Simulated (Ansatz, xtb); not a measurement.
C3H7AlF2O: where a starting geometry ends

The starting geometry of this gas-phase singlet was built from a drawn formula by distance geometry and a force field; its bonds are those of `C[C@H](F)[C@H](O)[AlH][F]`.

```yaml
atoms:
  - { symbol: C, position_ang: [0.0714, 0.6251, -0.5861] }
  - { symbol: C, position_ang: [-0.6469, -0.5001, 0.2100] }
  - { symbol: C, position_ang: [-1.8161, 0.0698, 1.0707] }
  - { symbol: Al, position_ang: [-3.3420, 0.7110, 0.0202] }
  - { symbol: F, position_ang: [-1.1000, -1.4428, -0.6376] }
  - { symbol: F, position_ang: [-4.9925, 0.0083, 0.1605] }
  - { symbol: O, position_ang: [-2.3046, -0.9003, 1.8892] }
  - { symbol: H, position_ang: [-0.5886, 1.0503, -1.3435] }
  - { symbol: H, position_ang: [0.4562, 1.4350, 0.1018] }
  - { symbol: H, position_ang: [0.9791, 0.2022, -1.1441] }
  - { symbol: H, position_ang: [0.1157, -0.9355, 0.9259] }
  - { symbol: H, position_ang: [-1.4575, 0.9368, 1.6546] }
  - { symbol: H, position_ang: [-1.6724, -1.0070, 2.6684] }
  - { symbol: H, position_ang: [-3.1563, 1.8999, -1.0615] }
```

Predict what becomes of its bonds when it is optimised with r2SCAN-D4/def2-SVP.

It rearranges, giving a structure given below by its coordinates. Distances that change by over a tenth: C2–C3 (1.56 → 1.36 Å), C2–Al4 (2.96 → 2.39 Å), C3–Al4 (1.96 → 2.51 Å). Contacts that open: C2–F5 (1.35 → 3.02 Å). Contacts that close: Al4–F5 (3.18 → 1.67 Å).

The energy falls by 2.94 eV over 39 steps:

| step | E − E(last) (eV) |
| --- | --- |
| 1 | 2.937 |
| 5 | 2.255 |
| 9 | 1.867 |
| 14 | 0.955 |
| 18 | 0.494 |
| 22 | 0.173 |
| 26 | 0.087 |
| 31 | 0.010 |
| 35 | 0.001 |
| 39 | 0.000 |

Final geometry (Å):

```yaml
atoms:
  - { symbol: C, position_ang: [0.1859, 0.8725, -0.3424] }
  - { symbol: C, position_ang: [-0.6243, -0.1770, 0.3599] }
  - { symbol: C, position_ang: [-1.3721, 0.0636, 1.4716] }
  - { symbol: Al, position_ang: [-2.8235, -0.0515, -0.5702] }
  - { symbol: F, position_ang: [-2.7774, -1.5963, -1.2118] }
  - { symbol: F, position_ang: [-3.8880, 0.1160, 0.7427] }
  - { symbol: O, position_ang: [-1.9017, -0.9234, 2.2004] }
  - { symbol: H, position_ang: [-0.1111, 1.8886, -0.0420] }
  - { symbol: H, position_ang: [1.2558, 0.7435, -0.1065] }
  - { symbol: H, position_ang: [0.0836, 0.7983, -1.4359] }
  - { symbol: H, position_ang: [-0.4616, -1.2314, 0.0958] }
  - { symbol: H, position_ang: [-1.5693, 1.0964, 1.8031] }
  - { symbol: H, position_ang: [-2.7931, -0.6457, 2.4766] }
  - { symbol: H, position_ang: [-2.6576, 1.1990, -1.5128] }
```

From the same start GFN2-xTB ends elsewhere, differing in C2–Al4 (3.01 against 2.39 Å here), C2–F5 (1.40 against 3.02 Å here), C3–Al4 (2.01 against 2.51 Å here), Al4–F5 (2.84 against 1.67 Å here), Al4–O7 (1.85 against 3.05 Å here).

No frequencies were run, so the end isn't proven a minimum. Run with Ansatz 0.2.0, 52 s on 2 threads of AMD EPYC 9R45 96-Core Processor (Zen 5), with other jobs on the host.
